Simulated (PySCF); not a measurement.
Isomers of C9H9N3, mass 159.080 u with the commonest isotopes. Level of theory: PBE0/pcSseg-1 in PySCF (dipole) on a GFN2-xTB geometry, gas phase. One conformer each, none proved a minimum here; rigid rotors.

Question: Order these by out-of-plane moment Σ m c² = (Ia + Ib − Ic)/2, largest first.
A. `[CH3:1][c:2]1[cH:3][cH:4][cH:5][c:6](-[n:7]2[cH:8][n:9][n:10][cH:11]2)[cH:12]1` with C5–C6–N7–C8 146°
B. `[CH2:1]=[CH:2][c:3]1[n:4][n:5][n:6]2[c:7]([CH3:8])[cH:9][cH:10][cH:11][c:12]12` with C1–C2–C3–N4 0°
C. `[cH:1]1[cH:2][c:3]([CH:4]2[CH2:5][CH2:6]2)[n:7]2[n:8][n:9][cH:10][c:11]2[cH:12]1` with C2–C3–C4–C5 35°
D. `[CH3:1][c:2]1[cH:3][n:4](-[c:5]2[cH:6][cH:7][cH:8][cH:9][cH:10]2)[n:11][n:12]1` with C3–N4–C5–C6 7°

Answer: C (19.74 u·Å²), A (13.93 u·Å²), D (2.10 u·Å²), B (1.55 u·Å²).

Question: Order these by rotational constant B, largest first.
A. `[cH:1]1[cH:2][c:3]([CH:4]2[CH2:5][CH2:6]2)[n:7]2[n:8][n:9][cH:10][c:11]2[cH:12]1` with C2–C3–C4–C5 35°
B. `[CH3:1][c:2]1[cH:3][n:4](-[c:5]2[cH:6][cH:7][cH:8][cH:9][cH:10]2)[n:11][n:12]1` with C3–N4–C5–C6 7°
C. `[CH3:1][c:2]1[cH:3][cH:4][cH:5][c:6](-[n:7]2[cH:8][n:9][n:10][cH:11]2)[cH:12]1` with C5–C6–N7–C8 146°
D. `[CH2:1]=[CH:2][c:3]1[n:4][n:5][n:6]2[c:7]([CH3:8])[cH:9][cH:10][cH:11][c:12]12` with C1–C2–C3–N4 0°

Answer: A (829.7 MHz), D (742.7 MHz), C (574.5 MHz), B (527.8 MHz).

Question: Order these by radius of gyration √(Σ m r²/M), largest first.
A. `[CH3:1][c:2]1[cH:3][n:4](-[c:5]2[cH:6][cH:7][cH:8][cH:9][cH:10]2)[n:11][n:12]1` with C3–N4–C5–C6 7°
B. `[cH:1]1[cH:2][c:3]([CH:4]2[CH2:5][CH2:6]2)[n:7]2[n:8][n:9][cH:10][c:11]2[cH:12]1` with C2–C3–C4–C5 35°
C. `[CH3:1][c:2]1[cH:3][cH:4][cH:5][c:6](-[n:7]2[cH:8][n:9][n:10][cH:11]2)[cH:12]1` with C5–C6–N7–C8 146°
D. `[CH2:1]=[CH:2][c:3]1[n:4][n:5][n:6]2[c:7]([CH3:8])[cH:9][cH:10][cH:11][c:12]12` with C1–C2–C3–N4 0°

Answer: A (2.641 Å), C (2.597 Å), D (2.411 Å), B (2.344 Å).

| SMILES | point group | Ia (u·Å²) | Ib (u·Å²) | Ic (u·Å²) | κ | μa (D) | μb (D) | μc (D) |
| --- | --- | --- | --- | --- | --- | --- | --- | --- |
| Cc1cccc(-n2cnnc2)c1 | C1 | 207.06 | 879.62 | 1058.83 | -0.90 | 6.61 | 0.71 | 0.05 |
| c1cc(C2CC2)n2nncc2c1 | Cs | 285.02 | 609.11 | 854.66 | -0.60 | 2.19 | 3.98 | 0.01 |
| Cc1cn(-c2ccccc2)nn1 | near Cs | 154.13 | 957.48 | 1107.41 | -0.95 | 1.70 | 3.59 | 0.27 |
| C=Cc1nnn2c(C)cccc12 | Cs | 245.79 | 680.46 | 923.15 | -0.74 | 3.12 | 3.11 | 0.00 |
